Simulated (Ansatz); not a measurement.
Job for Ansatz (a first-principles code): U-RI-MP2/cc-pV(T+d)Z on H (SMILES [H]). The basis file is the Basis Set Exchange's JSON of that set.

Ansatz 0.2 input:
```yaml
crystal:
  periodic: [false, false, false]
  atoms:
    - {symbol: H, position_ang: [0.00000000, 0.00000000, 0.00000000]}
basis:
  gaussian:
    orbitals: cc-pV_T+d_Z.json
    fitting: {mean_field: def2-universal-JKFIT, correlation: cc-pVTZ-RIFIT.json}
magnetization: {spin_polarized: true, initial_magnetization: 1}
correlation: {method: mp2, electrons: outside_noble_gas}
scf: {omitted_lower_state_checks: [cluster_reference]}
```

Q: Give the final energy of this run.

A: -0.4998 hartree.
